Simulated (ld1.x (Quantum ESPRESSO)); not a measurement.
## Transferability test, TM potential for Mo (Z = 42)

molybdenum (Mo), norm-conserving Troullier–Martins (Kleinman–Bylander form), made with ld1.x (Quantum ESPRESSO) 7.5 (LDA (PZ), scalar-relativistic). Core [Kr], reference 4d4 5s0 5p0 (charge +2). Waves: 5p (bound, empty): rc 2.95 bohr; 4d (bound): rc 1.85 bohr; 5s (bound, empty): rc 2.70 bohr. Local part: the s channel. Core correction: none.

Energies are relative to the spin-unpolarised reference configuration 4d4 5s0 5p0; without spin polarisation the order of configurations can differ from experiment. Spin-polarised rows fill each open shell by Hund’s rule, majority spin first.

| valence configuration | charge | ΔE all-electron (eV) | error AE − PS (meV) |
| --- | --- | --- | --- |
| 4d5 5s1 5p0 | 0 | -22.889 | +6.3 |
| 4d5 5s0 5p0 | +1 | -15.703 | -68 |
| 4d3 5s0 5p0 | +3 | 26.961 | -87 |
| 4d4 5s1 5p0 | +1 | -14.626 | +30 |
| 4d5 5s0 5p1 | 0 | -19.644 | -13 |
| 4d4 5s2 5p0 | 0 | -22.750 | +77 |
| 4d4 5s0 5p0 (spin-polarised) | +2 | -2.483 | +3230 |
| 4d5 5s1 5p0 (spin-polarised) | 0 | -26.812 | +3619 |

Task: What are ΔE and the potential's error for 4d5 5s0.5 5p0?

Result: ΔE = -20.025 eV all-electron; the error (AE − PS) is -31 meV.

Levels in the configuration 4d5 5s0 5p0:

```tsv
level	all-electron (eV)	pseudo (eV)
4d	-10.662	-10.548
```
